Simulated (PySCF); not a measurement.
Isomers of C8H9O2P, mass 168.034 u with the commonest isotopes. Method: PBE0/pcSseg-1 in PySCF (dipole) on a GFN2-xTB geometry, gas phase. One conformer each, none proved a minimum here; rigid rotors.

**Question.** Order these by rotational constant B, smallest first.
A. `[CH3:1][O:2][C:3](=[O:4])[c:5]1[cH:6][cH:7][cH:8][c:9]([CH3:10])[p:11]1` with C1–O2–C3–O4 0°, O2–C3–C5–C6 180°
B. `[CH3:1][O:2][c:3]1[cH:4][c:5]([CH3:6])[cH:7][c:8]([CH:9]=[O:10])[p:11]1` with C1–O2–C3–C4 180°, C7–C8–C9–O10 1°
C. `[O:1]=[P:2]1([c:3]2[cH:4][cH:5][cH:6][o:7]2)[CH2:8][CH:9]=[CH:10][CH2:11]1` with O1–P2–C3–C4 -7°, O1–P2–C8–C9 -149°, P2–C8–C9–C10 18°, C9–C10–C11–P2 -18°, O1–P2–C11–C10 149°

**Answer.** A (651.0 MHz), B (769.6 MHz), C (848.7 MHz).

**Question.** Order these by rotational constant C, smallest first.
A. `[CH3:1][C:2](=[O:3])[c:4]1[p:5][cH:6][o:7][c:8]1[CH:9]1[CH2:10][CH2:11]1` with C1–C2–C4–P5 1°, O7–C8–C9–C10 34°
B. `[CH3:1][O:2][C:3](=[O:4])[c:5]1[cH:6][cH:7][cH:8][c:9]([CH3:10])[p:11]1` with C1–O2–C3–O4 0°, O2–C3–C5–C6 180°
C. `[O:1]=[P:2]1([c:3]2[cH:4][cH:5][cH:6][o:7]2)[CH2:8][CH:9]=[CH:10][CH2:11]1` with O1–P2–C3–C4 -7°, O1–P2–C8–C9 -149°, P2–C8–C9–C10 18°, C9–C10–C11–P2 -18°, O1–P2–C11–C10 149°

**Answer.** B (494.5 MHz), A (557.3 MHz), C (679.5 MHz).

**Question.** Order these by out-of-plane moment Σ m c² = (Ia + Ib − Ic)/2, smallest first.
A. `[O:1]=[P:2]1([c:3]2[cH:4][cH:5][cH:6][o:7]2)[CH2:8][CH:9]=[CH:10][CH2:11]1` with O1–P2–C3–C4 -7°, O1–P2–C8–C9 -149°, P2–C8–C9–C10 18°, C9–C10–C11–P2 -18°, O1–P2–C11–C10 149°
B. `[CH3:1][C:2](=[O:3])[c:4]1[p:5][cH:6][o:7][c:8]1[CH:9]1[CH2:10][CH2:11]1` with C1–C2–C4–P5 1°, O7–C8–C9–C10 34°
C. `[CH3:1][O:2][C:3](=[O:4])[c:5]1[cH:6][cH:7][cH:8][c:9]([CH3:10])[p:11]1` with C1–O2–C3–O4 0°, O2–C3–C5–C6 180°

**Answer.** C (3.15 u·Å²), B (21.25 u·Å²), A (72.63 u·Å²).

```json
{"SMILES": "O=P1(c2ccco2)CC=CC1", "point group": "near Cs", "Ia (u·Å²)": "293.48", "Ib (u·Å²)": "595.50", "Ic (u·Å²)": "743.71", "κ": "-0.68", "μa (D)": "1.15", "μb (D)": "3.63", "μc (D)": "0.20"}
{"SMILES": "COC(=O)c1cccc(C)p1", "point group": "Cs", "Ia (u·Å²)": "251.90", "Ib (u·Å²)": "776.36", "Ic (u·Å²)": "1021.96", "κ": "-0.79", "μa (D)": "1.78", "μb (D)": "0.79", "μc (D)": "0.00"}
{"SMILES": "CC(=O)c1pcoc1C1CC1", "point group": "Cs", "Ia (u·Å²)": "362.88", "Ib (u·Å²)": "586.41", "Ic (u·Å²)": "906.79", "κ": "-0.27", "μa (D)": "0.83", "μb (D)": "1.80", "μc (D)": "0.03"}
{"SMILES": "COc1cc(C)cc(C=O)p1", "point group": "–", "Ia (u·Å²)": "383.55", "Ib (u·Å²)": "656.70", "Ic (u·Å²)": "1033.90", "κ": "-0.32", "μa (D)": "3.48", "μb (D)": "1.39", "μc (D)": "0.06"}
```
